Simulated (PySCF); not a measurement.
Simulation results for Ge2H5NO, GeH2O2

Calculation on a computer-drawn molecule: optimised geometry and harmonic frequencies of an isolated molecule of the commonest isotopes, restricted reference for singlets and unrestricted otherwise, frozen core in MP2; on germanium a core potential holds 10 electrons, which the energies leave out, and 3d is frozen in MP2 and coupled-cluster steps. Program: PySCF 2.14.0.

Common to all runs: charge 0; multiplicity 1; method HF; basis cc-pVDZ; basis and core potential on germanium cc-pVDZ-PP ECP10MDF.

(1) Ge2H5NO

Start structure:
```xyz
9
Ge2H5NO
O     -2.6033     1.3465     0.8410
Ge    -1.0158     1.0357     0.5284
N     -0.0287     0.1095     1.7485
Ge     1.6897    -0.3675     1.6340
H     -0.1572     1.4003    -0.6728
H     -0.5559    -0.1582     2.5771
H      1.7700    -1.8770     1.7951
H      2.4436     0.2960     2.7721
H      2.2076     0.0864     0.3748
```

It finds rotational constants 19.94, 0.8968, 0.8675 GHz; total energy -718.9498 hartree; convergence status largest gradient component 1.005e-05 hartree/bohr.

Drawn bonds:
```
atom  other atom  order
   1           2      2
   2           3      1
   3           4      1
   2           5      1
   3           6      1
   4           7      1
   4           8      1
   4           9      1
```

Optimised structure:
```xyz
9
Ge2H5NO
O     -2.6237     1.3910     0.7896
Ge    -1.0636     1.0242     0.5573
N     -0.0618     0.1349     1.7378
Ge     1.7180    -0.3817     1.6713
H     -0.2036     1.3548    -0.6538
H     -0.5641    -0.1204     2.5723
H      1.8126    -1.9046     1.7643
H      2.4810     0.2610     2.8297
H      2.2552     0.1124     0.3297
```

Modes:
```
frequency (cm⁻¹)  reduced mass (dalton)
           76.16                  1.395
           81.08                  3.903
             139                  7.948
             229                  17.69
           486.7                  1.295
           531.3                  2.438
           612.8                  1.055
           693.6                  1.151
           715.5                  1.482
             827                   1.45
           886.5                  1.623
           948.6                  1.022
           963.4                  1.065
           984.9                  1.198
            1041                  12.92
            1296                  1.277
            2233                  1.024
            2245                  1.023
            2260                  1.011
            2282                   1.02
            3767                  1.075
```

(2) GeH2O2

Start structure:
```xyz
5
GeH2O2
O      0.6711    -2.5927    -0.7532
Ge    -0.5996    -1.8965    -0.6063
O     -0.6663    -0.1669    -0.4523
H     -2.0368    -2.3771    -0.6306
H     -1.5032     0.3454    -0.3665
```

The calculation gives: rotational constants 29.28, 6.736, 5.476 GHz; total energy -444.2376 hartree; convergence status largest gradient component 2.553e-05 hartree/bohr.

Drawn bonds:
```
atom  other atom  order
   1           2      2
   2           3      1
   2           4      1
   3           5      1
```

Optimised structure:
```xyz
5
GeH2O2
O      0.7441    -2.6768    -0.7560
Ge    -0.6263    -1.8417    -0.6206
O     -0.6687    -0.1063    -0.4423
H     -2.0582    -2.3537    -0.6206
H     -1.5257     0.2906    -0.3694
```

Modes:
```
frequency (cm⁻¹)  reduced mass (dalton)
           280.1                  9.083
           362.3                  1.098
           556.2                  1.213
             781                  8.821
           809.1                  1.066
           949.8                  1.167
            1063                  13.29
            2283                  1.021
            4150                  1.068
```
